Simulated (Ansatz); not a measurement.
Computed with Ansatz on PBE0-D4/def2-TZVP structures; ΔE is electronic, products minus reactants. CCSD(T)/CBS adds triple-zeta CCSD(T) − MP2 to the extrapolated MP2 energy (def2 sets, frozen cores). DFT in def2-TZVPP. B3LYP here is the variant with VWN-RPA as its local correlation; programs differ in this. One conformer a species, not always the lowest.

`C[O][AlH][F]` + `OCN[SiH2]S` → `C[O][AlH][SH]` + `OCN[SiH2]F`  (redistribution)

Q: Is it downhill or uphill in electronic energy at CCSD(T)/CBS, and by how much? (Best estimate.)

A: Computed: Downhill: ΔE = -10.9 kJ/mol.

Q: What do these levels give: PBE-D4, PBE0-D4, ωB97M-V, r2SCAN, PBE0, B3LYP, HF/def2-TZVPP, MP2/def2-TZVPP, SCS-MP2/def2-TZVPP, MP2/def2-QZVPP, SCS-MP2/def2-QZVPP, CCSD/CBS(def2)? (Estimate.)

A: Ansatz gave: PBE-D4 -6.7, PBE0-D4 -9.8, ωB97M-V -11.7, r2SCAN -12.0, PBE0 -12.1, B3LYP -14.5, HF/def2-TZVPP -25.4, MP2/def2-TZVPP -9.6, SCS-MP2/def2-TZVPP -12.2, MP2/def2-QZVPP -8.5, SCS-MP2/def2-QZVPP -11.2, CCSD/CBS(def2) -12.6 kJ/mol.

Largest T1 diagnostic among the species: 0.013.

The D4 term adds +4.3 kJ/mol with B3LYP and +2.3 kJ/mol with PBE0; it sums over pairs of atoms, weighted by their polarisabilities, and B3LYP, whose exchange is more repulsive, gets the larger term. In def2-TZVPP, CCSD(T) changes the Hartree–Fock value by +13.0 kJ/mol (the triples alone add +1.7 kJ/mol) and MP2 by +15.9 kJ/mol.
